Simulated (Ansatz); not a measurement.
A further run on Cs8Cl8 (started as a model of: 2x2x4 CsCl rock-salt block).

```yaml
crystal:
  periodic: [false, false, false]
  atoms:
    - {symbol: Cs, position_ang: [-1.688979, -1.682091, -5.044109]}
    - {symbol: Cl, position_ang: [-1.672739, -1.667373, -1.709532]}
    - {symbol: Cs, position_ang: [-1.761150, -1.757344, 1.681642]}
    - {symbol: Cl, position_ang: [-1.603406, -1.602511, 5.027270]}
    - {symbol: Cl, position_ang: [-1.605778, 1.606389, -5.025344]}
    - {symbol: Cs, position_ang: [-1.758847, 1.761849, -1.679458]}
    - {symbol: Cl, position_ang: [-1.666391, 1.671776, 1.711691]}
    - {symbol: Cs, position_ang: [-1.678266, 1.686229, 5.046308]}
    - {symbol: Cl, position_ang: [1.599788, -1.607062, -5.027105]}
    - {symbol: Cs, position_ang: [1.756327, -1.762159, -1.681403]}
    - {symbol: Cl, position_ang: [1.668237, -1.671107, 1.709612]}
    - {symbol: Cs, position_ang: [1.685027, -1.685818, 5.044094]}
    - {symbol: Cs, position_ang: [1.682890, 1.681388, -5.046220]}
    - {symbol: Cl, position_ang: [1.670053, 1.666979, -1.711722]}
    - {symbol: Cs, position_ang: [1.763091, 1.757941, 1.679199]}
    - {symbol: Cl, position_ang: [1.610162, 1.602926, 5.025077]}
basis:
  gaussian: {orbitals: def2-SVP, nuclear_model: gaussian}
magnetization: {spin_polarized: true, initial_magnetization: 0}
hamiltonian: {xc: {name: SVWN5}}
output: {forces: true}
```

```sh
$ ansatz run in.yaml --threads 4 --pin off --events-out ev --progress --plain --max-ram 6963MiB
```

It prints (some lines left out):

```
Functional definition: SVWN5
3592 factors; their error is unknown
mean field evaluation 1: about -104219.2972 eV, gradient 4.0e1 eV
mean field evaluation 2: about -104198.9917 eV, gradient 7.2e1 eV
mean field evaluation 4: about -104229.3250 eV, gradient 2.5e0 eV
mean field evaluation 8: about -104229.3592 eV, gradient 9.8e-2 eV
mean field evaluation 16: about -104229.2383 eV, gradient 3.4e-5 eV
mean field -104229.23826008 eV, -3830.3538569429 hartree, gradient 3.4e-5 eV, S^2 0.000000; 0 other end points of the search recorded, 0 dependent functions left out
reference -104229.23837596 eV, -3830.3538612013 hartree; 104, 104 occupied and 232, 232 virtual orbitals, 3592 factors
Total energy: -104229.23837596 eV, -3830.3538612013 hartree
Atom 0 at    -1.688979    -1.682091    -5.044109 Å, force     0.204317     0.203708     0.178750 eV/Å
Atom 1 at    -1.672739    -1.667373    -1.709532 Å, force     0.127076     0.126695    -0.015585 eV/Å
Atom 2 at    -1.761150    -1.757344     1.681642 Å, force     0.196391     0.195850     0.017234 eV/Å
Atom 3 at    -1.603406    -1.602511     5.027270 Å, force     0.162703     0.162538    -0.156600 eV/Å
Atom 4 at    -1.605778     1.606389    -5.025344 Å, force     0.162561    -0.162898     0.156468 eV/Å
Atom 5 at    -1.758847     1.761849    -1.679458 Å, force     0.195724    -0.196220    -0.017424 eV/Å
Atom 6 at    -1.666391     1.671776     1.711691 Å, force     0.126949    -0.127166     0.015380 eV/Å
Atom 7 at    -1.678266     1.686229     5.046308 Å, force     0.203453    -0.204223    -0.179084 eV/Å
Atom 8 at     1.599788    -1.607062    -5.027105 Å, force    -0.162534     0.162857     0.156629 eV/Å
Atom 9 at     1.756327    -1.762159    -1.681403 Å, force    -0.195717     0.196205    -0.017278 eV/Å
Atom 10 at     1.668237    -1.671107     1.709612 Å, force    -0.126766     0.126985     0.015581 eV/Å
Atom 11 at     1.685027    -1.685818     5.044094 Å, force    -0.203720     0.204277    -0.178745 eV/Å
Atom 12 at     1.682890     1.681388    -5.046220 Å, force    -0.204092    -0.203614     0.178915 eV/Å
Atom 13 at     1.670053     1.666979    -1.711722 Å, force    -0.126901    -0.126575    -0.015396 eV/Å
Atom 14 at     1.763091     1.757941     1.679199 Å, force    -0.196453    -0.195910     0.017571 eV/Å
Atom 15 at     1.610162     1.602926     5.025077 Å, force    -0.162991    -0.162510    -0.156416 eV/Å
Dipole moment:     0.000135    -0.000001     0.000079 e Å
```

Hardware: 4 threads of Arm Neoverse V1 on a shared host. Wall time 27 s, peak host memory 1.5 GiB.

In the def2 sets Cs takes a core potential; there is no spin–orbit coupling.
